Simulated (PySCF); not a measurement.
Species: C3H11ClOSi2.
Numbering: `[CH3:1][O:2][Si@H:3]([CH2:4][Cl:5])[SiH2:6][CH3:7]` (hydrogens: H8, H9, H10 on C1; H11 on Si3; H12, H13 on C4; H14, H15 on Si6; H16, H17, H18 on C7)

Computed with TDDFT PBE0/def2-SVPD, vertical, gas phase, core orbitals frozen in the response (PySCF 2.14.0, density-fitted response routines). The structure is a single GFN2-xTB conformer in the gas phase; no vibrational or solvent corrections. Torsions of this conformer, `[CH3:1][O:2][Si@H:3]([CH2:4][Cl:5])[SiH2:6][CH3:7]`: C1–O2–Si3–C4 175°, O2–Si3–C4–Cl5 -80°, O2–Si3–Si6–C7 36°.

Q: List the vertical singlet excitations with oscillator strengths and describe the spectrum.

A: 

```csv
state,E (eV),λ (nm),ν̃ (cm⁻¹),f,|μ| (D),"main configurations (H = HOMO, L = LUMO)"
S1,6.05,204.8,48820,0.013,0.76,H→L (89%)
S2,6.36,194.9,51300,0.026,1.04,"H-1→L (86%), H→L (8%)"
S3,6.64,186.7,53570,0.012,0.70,"H→L+1 (41%), H-1→L+1 (33%), H-1→L+2 (18%)"
S4,6.67,185.8,53810,0.016,0.80,"H→L+1 (55%), H-1→L+1 (21%), H-1→L+2 (11%)"
S5,6.91,179.4,55730,0.015,0.76,"H-1→L+1 (42%), H-1→L+2 (33%), H→L+2 (20%)"
S6,7.02,176.5,56650,0.0049,0.43,"H-2→L (72%), H-2→L+1 (9%), H-2→L+2 (8%)"
S7,7.11,174.3,57380,0.049,1.35,"H→L+2 (62%), H-1→L+2 (25%)"
S8,7.22,171.7,58230,0.0088,0.57,"H-3→L (45%), H-2→L+1 (23%), H-2→L+2 (18%)"
```

Triplets, Tamm–Dancoff:

```tsv
state	E (eV)	λ (nm)	main configurations (H = HOMO, L = LUMO)
T1	5.42	228.8	H→L (88%)
T2	5.92	209.6	H→L+1 (59%), H-1→L (14%), H-1→L+2 (10%)
T3	5.99	207.1	H→L+1 (23%), H-1→L (18%), H-1→L+1 (17%)
```

The lowest singlet comes at 205 nm (584 kJ/mol) in the ultraviolet; it is weak; its leading configuration is HOMO→LUMO (89%). The most intense listed level is S7 at 7.11 eV (174 nm, f = 0.049), 1.06 eV above S1. Löwdin shares by element: HOMO silicon 37%, oxygen 26%, carbon 6% or more (atoms not listed hold the other 31%); LUMO silicon 47%, oxygen 8%, hydrogen 7% or more (atoms not listed hold the other 38%). The oscillator strengths of these states sum to 0.146; summed over the whole spectrum of an exact calculation they would give the number of electrons, 82 (Thomas–Reiche–Kuhn). Weighted by f, the mean energy of these states is 6.78 eV. The listed states span 1.17 eV, and the widest gap between neighbours is 0.31 eV (S1 to S2). No computed singlet lies in the visible range (380 to 750 nm); the lowest, at 205 nm, stands 2.79 eV above its violet end (3.26 eV). Only the lowest 8 singlets were computed, as vertical energies without vibronic structure.
